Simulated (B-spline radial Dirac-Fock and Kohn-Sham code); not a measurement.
## Ru³⁵⁺: scattering cross sections and density moments

System: the Ru³⁵⁺ ion, configuration [He] 2s2 2p5.

Calculated with a radial atomic solver, using Dirac-Fock densities.

* Sum of ⟨r⟩: 0.9615 bohr
* Sum of ⟨r²⟩: 0.1409 bohr²
* Sum of ⟨1/r⟩: 165.40 per bohr
* Langevin diamagnetic susceptibility: -0.112 × 10⁻⁶ cm³/mol
* Lamb shielding (α²/3)Σ⟨1/r⟩: 2936 ppm

Coherent scattering is the Thomson cross section weighted by f₀², without anomalous dispersion; incoherent scattering is Klein-Nishina weighted by S. The Lamb formula is the non-relativistic shielding expression. Electron correlation is left out. A dash stands where the photon energy is too low for the impulse approximation behind that column.

| hν (keV) | coherent (b) | incoherent (b) | incoherent per electron (b) |
| --- | --- | --- | --- |
| 2 | 53.72 | – | – |
| 8.0478 | 51.37 | – | – |
| 17.4793 | 43.56 | – | – |
| 20 | 41.03 | – | – |
| 50 | 17.51 | 2.397 | 0.266 |
| 200 | 2.016 | 3.169 | 0.352 |
| 500 | 0.3674 | 2.497 | 0.277 |
| 1000 | 0.09509 | 1.872 | 0.208 |

Incoherent scattering overtakes coherent scattering between 50 and 200 keV.
